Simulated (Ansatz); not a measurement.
A run for Ansatz (a quantum-chemistry and plane-wave program): U-CCSD(T)/def2-TZVPP on NaCl+, 2S+1 = 2, a spin state set in the input, which need not be the lowest, a point of a bond scan (R = 2.816 Å). Charge +1.

Ansatz 0.2 input:
```yaml
crystal:
  periodic: [false, false, false]
  atoms:
    - {symbol: Na, position_ang: [0.00000000, 0.00000000, 0.00000000]}
    - {symbol: Cl, position_ang: [0.00000000, 0.00000000, 2.81647700]}
basis:
  gaussian:
    orbitals: def2-TZVPP
    pivot_positions_ang: [[0.00000000, 0.00000000, 0.00000000], [0.00000000, 0.00000000, 2.81647700]]
total_charge: 1
magnetization: {spin_polarized: true, initial_magnetization: 1}
correlation: {method: ccsd_t, electrons: valence}
output: {orbitals: {seedname: ./end}}
```

It printed:

```
WARN ansatz: RAYON_NUM_THREADS=1 ignored (pool sized by the plan → 1); use --threads N
Functional definition: HF
integrals: 0.07 GiB planned
586 factors; integrals over basis functions are off by at most 5.1e-4 eV
mean field: 0.15 GiB planned
mean field evaluation 1: about -16901.6104 eV, gradient 1.4e1 eV
mean field evaluation 2: about -16901.6110 eV, gradient 1.4e1 eV
mean field evaluation 4: about -16902.5295 eV, gradient 9.7e-1 eV
mean field evaluation 8: about -16902.5377 eV, gradient 6.7e-5 eV
mean field evaluation 16: about -16902.5369 eV, gradient 3.0e-1 eV
mean field evaluation 32: about -16902.1531 eV, gradient 9.0e-1 eV
mean field evaluation 64: about -16902.3332 eV, gradient 4.7e0 eV
mean field evaluation 96: about -16902.1208 eV, gradient 3.1e-1 eV
mean field -16902.53771812 eV, -621.1568041894 hartree, gradient 9.8e-7 eV, S^2 0.759995; 9 other end points of the search recorded, 0 dependent functions left out
determinant -16902.53771812 eV, -621.1568041894 hartree, with singles and doubles -16911.99453248 eV, -621.5043357069 hartree
determinant -16902.12196507 eV, -621.1415255466 hartree, with singles and doubles -16911.59322421 eV, -621.4895879003 hartree
determinant -16902.53771812 eV, -621.1568041894 hartree, with singles and doubles -16911.98469625 eV, -621.5039742321 hartree
determinant -16902.12196507 eV, -621.1415255466 hartree, with singles and doubles -16911.58777613 eV, -621.4893876869 hartree
6 core orbitals not correlated
reference -16902.53771812 eV, -621.1568041894 hartree; 8, 7 occupied and 60, 61 virtual orbitals, 586 factors
second order -8.67684100 eV of doubles, -0.00000000 eV of singles
coupled cluster: 0.26 GiB planned
cycle   1  -9.44697700 eV  change    1.1e-6 eV  update   2.3e-6
perturbative correction -0.21483452 eV, -0.0078950229 hartree
Total energy: -16912.19952964 eV, -621.5118692137 hartree
```

The calculation finished and met its thresholds.

Cost: roughly 18 core-seconds.
